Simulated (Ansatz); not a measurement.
Frontier orbitals of C$_{3}$H$_{9}$GeNO (`CC(C)[O][Ge][NH2]`).

Z-matrix (Å, degrees):
```
C
C 1 1.515
H 1 1.093 2 110.0
H 1 1.091 2 110.4 3 119.4
H 1 1.093 2 110.9 3 -120.1
C 2 1.518 1 111.9 3 60.4
O 2 1.413 1 108.0 3 -61.1
H 2 1.101 1 107.9 3 -179.8
H 6 1.092 2 111.1 1 -179.7
H 6 1.093 2 109.8 1 -60.1
H 6 1.093 2 111.0 1 59.7
Ge 7 1.790 2 129.2 1 -152.2
N 12 1.830 7 100.6 2 -1.4
H 13 1.008 12 127.8 7 -1.0
H 13 1.008 12 120.2 7 178.0
```

Charge 0, multiplicity 1. Correlated methods include outer-core shells of Ge, which these sets cover unevenly. Scalar relativity is left out up to krypton. Geometry: relaxed with PBE0-D4/def2-TZVP. It is one conformer, not always the lowest. Basis def2-TZVPP, Ansatz.

```csv
functional,HOMO (eV),LUMO (eV),gap (eV)
LDA (SPW92),-6.26,-1.97,4.29
PBE,-6.09,-1.75,4.34
revPBE,-6.03,-1.67,4.36
PBE0,-7.21,-1.00,6.21
B3LYP,-7.05,-1.22,5.83
ωB97M-V,-9.43,0.94,10.37
```

Against PBE, PBE0 changes HOMO and LUMO by −1.11 and +0.76 eV, ωB97M-V by −3.34 and +2.69 eV. A gap of 4.34 eV thus becomes 10.36 eV for the same molecule, so an orbital gap means little without its functional. A positive LUMO is unbound and depends on the basis.

B3LYP here is the variant with VWN-RPA as its local correlation; programs differ in this.
